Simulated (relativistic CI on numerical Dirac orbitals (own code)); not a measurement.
## What each ingredient does to the levels of Re XI

Base calculation: Dirac-Coulomb-Breit CI, KLI orbitals optimised for each configuration, model QED (radiative potential, 1s self-energy scaled to tabulated hydrogen-like ionisation energies), unscaled Slater integrals.

CI space (outside the closed core [Kr] 4d10): 4f14.5s2.5p3, 4f13.5s2.5p4, 4f14.5s.5p4, 4f14.5s2.5p2.5d, 4f14.5s.5p3.5d, 4f14.5s2.5p2.5f, 4f13.5s2.5p3.5d, 4f14.5s2.5p2.6s, 4f14.5s2.5p2.5g, 4f14.5p5, 4f13.5p6, 4f13.5p5.5d, 4f14.5s2.5p.5d2, 4f14.5s2.5d3, 4f14.5s.5p.5d3, 4f14.5s2.5d2.5f, 4f13.5s2.5p.5d3. Double excitations out of closed p, d and f shells are left out; levels of such configurations are missing from the list, as are those of other unlisted configurations, and high levels can miss mixing partners. Some configurations lack a partner that the ground configuration has and come out too high, among them 4f14.5s2.5p2.6s, 4f14.5s2.5p2.5g.

Variants: (1) Breit term removed. Shifts of the energy above 4f14.5s2.5p3 2P°_3/2, in cm⁻¹, for the lowest level and the first level of each name with at least 55 % of one term (blank where a level changes its place among those of its configuration and J or its character, or is not in the variant):

```tsv
Level	Base	Δ(1)
4f14.5s2.5p3 2P°_3/2	0	0
4f14.5s2.5p3 2D°_5/2	97816	-153
4f13.5s2.5p4 4G°_11/2	107082	-2718
4f13.5s2.5p4 2D°_3/2	112400	-2411
4f13.5s2.5p4 4D°_3/2	129505	-1884
4f13.5s2.5p4 2H°_11/2	238093	-1370
4f13.5s2.5p4 4F°_3/2	240106	-508
4f13.5s2.5p4 2P°_3/2	254928	-1016
4f13.5s2.5p4 2H°_9/2	257630	-486
4f13.5s2.5p4 2P°_1/2	271537	-624
4f14.5s.5p4 4P_5/2	346636	+462
```

At this charge transitions that keep the count of f electrons are usually good to a few per cent. Levels and lines within the n = 5 or 6 shells can be off by up to 10 % or somewhat more, and those that change n by about 2 %, since core polarisation is missing. Levels that differ in their count of f electrons can be misplaced by several ten thousand cm⁻¹, since the correlation energy of f electrons is missing or only estimated; rates across such gaps can be off by orders of magnitude.

Ionisation energy from one configuration of each of the two ions, the ground ones as tabulated or assumed: base 201.439 eV; Breit term removed 201.605 eV. The NIST ASD value (theoretical) is 208 ± 10 eV.

LS names give the leading component of a level, which can be under half, so a name can repeat, a term be missing and a line seem to break the LS rules.
